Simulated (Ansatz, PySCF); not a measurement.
Process, species as SMILES: [AsH3] (AsH3) -> [AsH2-] + H+
Structures are relaxed separately at B3LYP-D3(BJ)/def2-TZVP in Ansatz (a quantum-chemistry and plane-wave program).

Quantity: gas-phase deprotonation energy (0 K, with B3LYP-D3(BJ) harmonic zero-point energies from PySCF), in eV. Valence correlation only, unless marked. No spin-orbit coupling. The frozen core is the preceding noble-gas configuration, with the filled d and f shells of earlier blocks. Non-relativistic. Anions need diffuse functions: aug- sets have them; def2-D sets add few; the other sets have none. CBS marks a two-point X^-3 extrapolation of the correlation energy; Hartree-Fock from the larger set. [CCSD(T)-MP2]/basis is that difference in the basis named.

```
level                                                               program  gas-phase deprotonation energy (eV)  minus last row
-----------------------------------------------------------  --------------  -----------------------------------  --------------
HF/6-31G                                                             Ansatz                                15.42           -0.04
HF/cc-pVQZ                                                           Ansatz                                15.65            0.19
HF/def2-QZVPPD                                                       Ansatz                                15.64            0.18
HF-D3(BJ)/def2-TZVPD                                          PySCF + dftd3                                15.94            0.48
BLYP-D4/def2-TZVPD                                           Ansatz + dftd4                                15.74            0.28
BLYP/def2-TZVPD                                                      Ansatz                                15.75            0.29
TPSS-D3(BJ)/def2-TZVPD                                        PySCF + dftd3                                15.88            0.42
B3LYP-D4/def2-TZVPD                                          Ansatz + dftd4                                15.75            0.29
PBE0/def2-TZVP                                                       Ansatz                                15.86            0.40
PW6B95-D4/def2-TZVPD                                          PySCF + dftd4                                15.80            0.34
HSE06-D4/def2-TZVPD                                          Ansatz + dftd4                                15.72            0.26
MP2/6-31G                                                            Ansatz                                15.60            0.14
MP2/cc-pVDZ                                                          Ansatz                                16.15            0.69
MP2/aug-cc-pVQZ                                                      Ansatz                                15.40           -0.06
MP2/cc-pV5Z                                                          Ansatz                                15.48            0.02
SCS-MP2/def2-SVP                                                     Ansatz                                16.27            0.81
SCS-MP2/cc-pVQZ                                                      Ansatz                                15.67            0.21
CCSD/def2-TZVPPD                                                     Ansatz                                15.83            0.37
CCSD(T)/aug-cc-pVTZ                                                  Ansatz                                15.48            0.02
RI-MP2/CBS(def2-TZVPPD,def2-QZVPPD)+[CCSD(T)-MP2]/def2-SVPD          Ansatz                                15.59            0.13
CCSD(T)/CBS(aug-cc-pVTZ,aug-cc-pVQZ)                                 Ansatz                                15.46            0.00
```
